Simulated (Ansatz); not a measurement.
`B/C=C/CF` + `[SiH3][SeH]` → `B/C=C/[Se][SiH3]` + fluoromethane  (substitution at a C–C bond)

Computed with Ansatz on PBE0-D4/def2-TZVP structures; ΔE is electronic, products minus reactants. CCSD(T)/CBS is the MP2 limit (def2-TZVPP, def2-QZVPP) plus CCSD(T) − MP2 in def2-TZVPP, frozen cores. This one scheme is used for every species. Double bonds are as drawn, so ΔE can hold a change between cis and trans. For Se outer-core shells are correlated without core-valence functions, which leaves a few kJ/mol of doubt a bond. Scalar relativity is left out up to krypton. Each species was taken in one conformer, which may not be the lowest.

```
           species  SCS-MP2/def2-QZVPP energy (Eh)
        `B/C=C/CF`                      -242.19002
     `[SiH3][SeH]`                     -2691.87298
`B/C=C/[Se][SiH3]`                     -2794.48316
              `CF`                      -139.57852
```

Q: Work out ΔE.

A: ΔE = (-2794.48316) + (-139.57852) − (-242.19002) − (-2691.87298) = 0.00132 Eh = +0.8 kcal/mol. CCSD(T)/CBS gives +1.9 kcal/mol.

Largest T1 diagnostic among the species: 0.012.

In def2-TZVPP, CCSD(T) changes the Hartree–Fock value by −4.4 kcal/mol (the triples alone add −1.1 kcal/mol) and MP2 by −6.3 kcal/mol. From PBE to PBE0 (25 % exact exchange), in def2-TZVPP and without D4, ΔE moves by +1.8 kcal/mol.
